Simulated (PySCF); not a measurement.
Compound: C₄H₇F₂OS (doublet state).
Z-matrix (Å and degrees, GFN2-xTB geometry), rows numbered from 1:
```
C 
C   1  1.5159
O   2  1.4396  1  107.72
C   3  1.3303  2  116.48  1  -179.62
F   4  1.4030  3  111.24  2   -55.37
F   4  1.3938  3  111.87  2    55.36
C   4  1.4683  3  110.65  2   179.86
S   7  1.7063  4  122.14  3  -175.31
H   1  1.0860  2  109.43  3   179.61
H   1  1.0862  2  110.11  3   -60.25
H   1  1.0862  2  110.04  3    59.54
H   2  1.0955  1  111.11  3   119.22
H   2  1.0956  1  111.01  3  -119.22
H   7  1.0697  4  119.10  3    12.88
H   8  1.3359  7   96.70  4     7.68
```

The hyperfine couplings belong to this conformer and change with its torsions.

Identity: `CCOC(F)(F)[CH]S` [radical].

Method: UKS B3LYP, pcH-1 on C F H O S, non-relativistic, mean-field spin-orbit, GIAO in PySCF. The structure is a single GFN2-xTB conformer in the gas phase; no vibrational or solvent corrections. Couplings are sensitive to structure, and on GFN2-xTB geometries they can be far from those on DFT ones. Stability of the SCF solution: not tested.

The Mulliken spin populations are largest on C7 (+0.79) and S8 (+0.22). The angles at C7 add up to 359.5°, so it is planar; its axial dipolar tensor and the negative coupling of its proton fit spin in a p orbital normal to that plane.

Question: McConnell's relation a(H) = Q·ρ ties the coupling of a proton on a planar π carbon to the spin population of that carbon. What Q do the computed values give?

Answer: 
```
  H   C    ρ(C)  a(H) (G)  a/ρ (G)
H14  C7  +0.789    -19.43    -24.6
```

One proton gives one ratio, Q = -24.6 G, and no test of linearity.

Couplings in gauss use g_iso = 2.0049.

Hardware: Arm Neoverse V2, one thread, shared host with 48 logical CPUs at a one-minute load of 11. Cost: 69 s of wall time (grids of density and orbitals included), 0.97 GiB resident at most.
